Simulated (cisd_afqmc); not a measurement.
Input (X2C-AFQMC/CISD/cc-pwCVTZ-DK; cisd_afqmc is a phaseless AFQMC code with CISD trial states that reads the integrals written by Ansatz): The .json basis holds the Basis Set Exchange's core-valence set for the 3d metal and cc-pVXZ-DK of the same size for its partners.

Ansatz 0.2 input:
```python
import cisd_afqmc

open("ham.yaml", "w").write("""\
crystal:
  periodic: [false, false, false]
  atoms:
    - {symbol: Zn, position_ang: [-0.35243123, -0.12573203, -0.03142757]}
    - {symbol: H, position_ang: [-1.75812714, -0.66977093, -0.16415541]}
    - {symbol: O, position_ang: [1.35075888, 0.39018281, 0.10455187]}
    - {symbol: H, position_ang: [1.52499310, 1.32026950, 0.27056748]}
basis:
  gaussian:
    orbitals: cc-pwCVTZ-DK.json
magnetization: {spin_polarized: false}
correlation: {method: ccsd, frozen_orbitals: {H: 0, O: 1, Zn: 5}, hamiltonian_folder: ham}
""")
rep = cisd_afqmc.ansatz("ham.yaml")
e_ccsd = rep["correlation"]["coupled_cluster"]["energy"]["hartree"]
out = cisd_afqmc.run("ham", e_ccsd, trial="CISD", walkers=100, populations=8, threads=8, dt=0.005, steps=40, early=36, settle=10, least=32,
    cut=5e-5, rank_cut=2e-4, target=0.0006, seconds=3000, seed=4, memory=17280, gpu=False)
```

Output:

```
orbitals 154, occupied [14], factors 879 of 994, rank of the doubles 763 of 1960
E(HF) = -1870.378632
E(CCSD) on the cut factors = -1871.560998, shift to the whole factors -0.000006
Energy of the trial state on the determinant = -1871.560966
  tau behind 10.8 of longer steps, mean of the populations' last blocks
   2.0  -1871.59285
   4.0  -1871.59572
   6.0  -1871.59050
   8.0  -1871.59618
  10.0  -1871.59141
  12.0  -1871.59396
  14.0  -1871.59042
  16.0  -1871.59380
  18.0  -1871.59585
  20.0  -1871.59674
  22.0  -1871.59219
  24.0  -1871.59658
  26.0  -1871.59220
blocks 1032 (0 outliers left out), error by blocks joined: 1: 0.00051, 2: 0.00054, 4: 0.00060, 8: 0.00059, 16: 0.00057
E(AFQMC/CISD) = -1871.59406 +/- 0.00060
```

The two halves of the walk average -1871.59284 and -1871.59526 Eh, farther apart than the printed bar allows, so the bar may be too narrow.
